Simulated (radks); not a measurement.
Problem. These are the eigenvalues of the occupied orbitals of an atom or ion with whole-number occupations (eV). Calculated with a radial shooting solver on a logarithmic mesh with Libxc functionals: Dirac Kohn-Sham, LDA (Slater exchange, Perdew-Wang correlation), spin-unpolarised, spherical densities, point nucleus.

orbital  eigenvalue
1s1/2      -59.5963

Which element is it, and in what charge state? The configuration may be excited. Open shells, if any, fill j = l - 1/2 first.

Solution. Z = 3, lithium, charge +1: Li+ in [He]. The 1s level, -2.1901 hartree, gives Z - s = 2.1 by -(Z - s)^2/2, which with screening and relativity narrows Z to a few neighbours, and the depths must fix Z and the occupations together.
